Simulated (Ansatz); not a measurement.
The cluster Ge6Te6. Total charge 0; singlet. Geometry PBE-D4/def2-SVP.

```
atom   x (Å)   y (Å)   z (Å)
 Ge1  -0.690   1.959  -0.197
 Ge2  -1.539  -2.513   0.381
 Ge3   2.740  -0.188  -1.814
 Ge4  -1.491   0.199   2.719
 Ge5   0.705  -1.031  -3.283
 Ge6   2.620  -0.758   0.829
 Te7  -2.548   0.054   0.062
 Te8   1.075   1.251   1.692
 Te9   0.769   1.583  -2.417
Te10   1.017  -2.316  -0.842
Te11  -1.710   4.164  -0.072
Te12  -0.948  -2.405   2.942
```

In the def2 sets Te takes a core potential, while STO-3G treats all electrons; there is no spin–orbit coupling. Single mean-field runs in def2-TZVP are fitted with def2-universal-jkfit. The restricted singlet is unstable towards broken spin symmetry in Hartree–Fock (as tested in another run); at HF/STO-3G, PBE-D4/def2-SVP, r2SCAN-D4/def2-TZVP, PBE0-D4/def2-SVP and others this wasn't settled. Another isomer (singlet) lies 0.93 eV lower at PBE0-D4/def2-TZVP; other spin states weren't run for this one.

Question: Estimate the orbital energies around the gap (eV) in Ansatz with HF/STO-3G, PBE-D4/def2-SVP, r2SCAN-D4/def2-TZVP, PBE0-D4/def2-SVP, PBE0-D4/def2-TZVP.

Answer: 
| orbital | HF/STO-3G | PBE-D4/def2-SVP | r2SCAN-D4/def2-TZVP | PBE0-D4/def2-SVP | PBE0-D4/def2-TZVP |
| --- | --- | --- | --- | --- | --- |
| HOMO−9 | -7.85 | -6.88 | -7.18 | -7.89 | -7.83 |
| HOMO−8 | -7.59 | -6.68 | -6.98 | -7.67 | -7.61 |
| HOMO−7 | -7.43 | -6.46 | -6.73 | -7.42 | -7.34 |
| HOMO−6 | -7.22 | -6.26 | -6.54 | -7.22 | -7.16 |
| HOMO−5 | -6.87 | -6.14 | -6.41 | -7.06 | -6.99 |
| HOMO−4 | -6.39 | -5.84 | -6.09 | -6.73 | -6.67 |
| HOMO−3 | -5.89 | -5.45 | -5.71 | -6.32 | -6.28 |
| HOMO−2 | -5.27 | -5.38 | -5.59 | -6.21 | -6.16 |
| HOMO−1 | -4.07 | -4.91 | -5.15 | -5.70 | -5.70 |
| HOMO | -3.97 | -4.81 | -5.03 | -5.58 | -5.57 |
| LUMO | 0.93 | -4.33 | -4.44 | -4.01 | -3.94 |
| LUMO+1 | 2.97 | -3.72 | -3.73 | -3.23 | -3.18 |
| LUMO+2 | 3.50 | -3.11 | -3.14 | -2.62 | -2.59 |
| LUMO+3 | 4.03 | -3.02 | -3.02 | -2.50 | -2.47 |
| LUMO+4 | 4.32 | -2.81 | -2.81 | -2.26 | -2.26 |
| LUMO+5 | 4.53 | -2.72 | -2.72 | -2.17 | -2.16 |
